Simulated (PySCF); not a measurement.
## Two-photon absorption: `CC#CC(C)(C)C`, C₇H₁₂

Geometry (Å), atoms numbered from 1 in this order:
```xyz
19

C     3.212   -0.551    0.276
C     1.785   -0.300    0.152
C     0.594   -0.090    0.050
C    -0.849    0.164   -0.075
C    -1.136    0.791   -1.447
C    -1.291    1.127    1.037
C    -1.610   -1.163    0.057
H     3.624   -0.083    1.184
H     3.425   -1.631    0.331
H     3.766   -0.147   -0.587
H    -0.597    1.743   -1.565
H    -2.214    0.988   -1.558
H    -0.822    0.119   -2.260
H    -2.371    1.329    0.959
H    -1.091    0.699    2.030
H    -0.754    2.084    0.965
H    -1.305   -1.871   -0.728
H    -1.414   -1.633    1.033
H    -2.694   -0.992   -0.033
```

Computed with TDDFT CAM-B3LYP/aug-cc-pVDZ excited states, vertical, gas phase (PySCF 2.14.0). Geometry: PBE0-D3(BJ)/def2-SVP.

Singlets 1 and 2, 4 and 5, 6 and 7 lie within 0.01 eV of each other, so their separate moments and overlaps can depend on how they mix.

Question: How strongly do the lowest singlets absorb one photon, and two photons of half the energy?

Answer: δ for parallel linear polarisation; σ at the peak of a Lorentzian of half width 0.1 eV, single beam; Ω is circular over linear.
| state | E (eV) | f | photon λ (nm) | δ (au) | σ (GM) | Ω | main |
| --- | --- | --- | --- | --- | --- | --- | --- |
| S1 | 6.24 | 0.014 | 397 | 14.7 | 0.21 | 1.50 | HOMO→LUMO 0.44, HOMO−1→LUMO 0.39 |
| S2 | 6.24 | 0.014 | 397 | 14.7 | 0.21 | 1.50 | HOMO−1→LUMO 0.44, HOMO→LUMO 0.39 |
| S3 | 6.52 | 0.000 | 381 | <0.1 | 0.00 | – | HOMO−1→LUMO+15 0.15, HOMO→LUMO+14 0.15 |
| S4 | 6.73 | 0.000 | 369 | 10.2 | 0.17 | 1.50 | HOMO→LUMO+15 0.15, HOMO−1→LUMO+14 0.15 |
| S5 | 6.73 | 0.000 | 369 | 10.2 | 0.17 | 1.50 | HOMO−1→LUMO+15 0.15, HOMO→LUMO+14 0.14 |
| S6 | 7.03 | 0.022 | 353 | 5.25 | 0.10 | 1.50 | HOMO→LUMO+1 0.61, HOMO−1→LUMO+1 0.24 |
